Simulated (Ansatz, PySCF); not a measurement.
C₃H₇FOSi, SMILES C/C(=C\F)[SiH2]O. Atoms are numbered in the order given.

```xyz
13

C     -2.0203    -0.3185    -0.1108
C     -0.5641     0.0460    -0.1056
C     -0.1278     1.2614    -0.4446
F     -0.9415     2.2542    -0.8066
Si     0.7320    -1.2122     0.3704
O      2.2454    -0.5090     0.4517
H     -2.6494     0.5336    -0.4030
H     -2.3477    -0.6625     0.8842
H     -2.2200    -1.1454    -0.8125
H      0.9245     1.5619    -0.4641
H      0.3453    -1.8215     1.6844
H      0.8243    -2.2914    -0.6526
H      2.4409    -0.0140     1.2521
```
Charge 0, spin multiplicity 1.

Geometry: PBE0-D3(BJ)/def2-SVP. The structure was generated by enumeration; whether it is a known compound was not checked. One conformer was computed; it need not be the lowest.

Two levels are set side by side: PBE-D3(BJ)/def2-SVP (Ansatz, a first-principles code) and PBE0-D3(BJ)/def2-SVP (Ansatz). Each level has its own optimised geometry; the coordinates shown are those of the second. Frequencies come from the Hessian of PySCF at each geometry. Differences are taken from unrounded values.

| quantity | PBE0-D3(BJ) |
|---|---|
| mean bond length (Å) | 1.338 |
| bond C1–C2 (Å) | 1.501 |
| bond C2–C3 (Å) | 1.335 |
| bond C2–Si5 (Å) | 1.868 |
| bond C3–F4 (Å) | 1.334 |
| bond Si5–O6 (Å) | 1.671 |
| bond C1–H7 (Å) | 1.099 |
| bond C1–H8 (Å) | 1.102 |
| bond C1–H9 (Å) | 1.103 |
| bond C3–H10 (Å) | 1.095 |
| bond Si5–H11 (Å) | 1.499 |
| bond Si5–H12 (Å) | 1.490 |
| bond O6–H13 (Å) | 0.961 |
| highest harmonic wavenumber (cm⁻¹) | 3937 |
| mean harmonic wavenumber (cm⁻¹) | 1261 |
| zero-point energy (kcal/mol) | 59.48 |

**Question.** What does PBE-D3(BJ) give, and how far is it from PBE0-D3(BJ)? (An estimate is asked for; the answer gives what the named calculation found.)

**Answer.** 
```
quantity                            PBE-D3(BJ)  PBE-D3(BJ) minus PBE0-D3(BJ)
----------------------------------  ----------  ----------------------------
mean bond length (Å)                     1.349                         0.011
bond C1–C2 (Å)                           1.508                         0.007
bond C2–C3 (Å)                           1.347                         0.012
bond C2–Si5 (Å)                          1.878                         0.010
bond C3–F4 (Å)                           1.349                         0.015
bond Si5–O6 (Å)                          1.688                         0.017
bond C1–H7 (Å)                           1.107                         0.008
bond C1–H8 (Å)                           1.111                         0.008
bond C1–H9 (Å)                           1.111                         0.009
bond C3–H10 (Å)                          1.103                         0.009
bond Si5–H11 (Å)                         1.511                         0.012
bond Si5–H12 (Å)                         1.501                         0.011
bond O6–H13 (Å)                          0.973                         0.012
highest harmonic wavenumber (cm⁻¹)        3765                          -172
mean harmonic wavenumber (cm⁻¹)           1217                           -44
zero-point energy (kcal/mol)             57.41                         -2.06
```

GGA bonds tend to be longer and softer than those of functionals with exact exchange. Differences between two approximate levels are no errors against the true value.
